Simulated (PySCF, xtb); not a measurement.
ClH3HfS3, SMILES [SH][Hf]([SH])([Cl])[SH], multiplicity 1. One conformer was computed; it need not be the lowest.

Harmonic wavenumbers (cm⁻¹) from GFN2-xTB run with xtb 6.7.1 at its own minimum, in rising order: 29, 63, 99, 112, 141, 214, 232, 280, 284, 292, 305, 308, 519, 534, 551, 2434, 2459, 2469.

**Question.** What does PBE0-D3(BJ)/def2-SVP in PySCF give at its own minimum? (An estimate is asked for; the answer gives what the named calculation found.)

**Answer.** 79, 82, 84, 93, 96, 158, 166, 260, 337, 350, 358, 384, 456, 465, 513, 2673, 2693, 2695. Paired by order, the mean absolute difference is 78 cm⁻¹ and the zero-point energies are 16.2 and 17.1 kcal/mol.
